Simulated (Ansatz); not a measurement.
One change: `FC1=C[C]1(F)[GeH3]` becomes `FC1=C[CH]1[GeH3]`.

Ansatz, PBE0-D4/def2-TZVP geometries, multiplicity 1. 

Scalar relativity is left out up to krypton.

| property | `FC1=C[C]1(F)[GeH3]` |
| --- | --- |
| LUMO energy (PBE/def2-TZVPP) / eV | -1.24 |
| LUMO energy (B3LYP/def2-TZVPP) / eV | -0.47 |
| size of the dipole moment (ωB97M-V/def2-TZVPP) / D | 1.97 |
| HOMO–LUMO gap (PBE/def2-TZVPP) / eV | 5.51 |
| LUMO energy (ωB97M-V/def2-TZVPP) / eV | 1.91 |
| HOMO–LUMO gap (B3LYP/def2-TZVPP) / eV | 7.29 |

Task: What does the change do to each property? (Estimate.)

Result: The calculation gave: 
| property | `FC1=C[CH]1[GeH3]` | shift |
| --- | --- | --- |
| LUMO energy (PBE/def2-TZVPP) / eV | -0.91 | 0.33 |
| LUMO energy (B3LYP/def2-TZVPP) / eV | -0.14 | 0.33 |
| size of the dipole moment (ωB97M-V/def2-TZVPP) / D | 1.15 | -0.82 |
| HOMO–LUMO gap (PBE/def2-TZVPP) / eV | 4.91 | -0.60 |
| LUMO energy (ωB97M-V/def2-TZVPP) / eV | 2.20 | 0.29 |
| HOMO–LUMO gap (B3LYP/def2-TZVPP) / eV | 6.61 | -0.68 |

With PBE0 the HOMO rises by 1.01 eV and the LUMO rises by 0.32 eV, so the gap narrows by about 0.69 eV. PBE moves the HOMO by 0.93 eV and ωB97M-V by 1.01 eV. Dipoles are sizes alone; their direction can turn.

B3LYP here is the variant with VWN-RPA as its local correlation; programs differ in this.
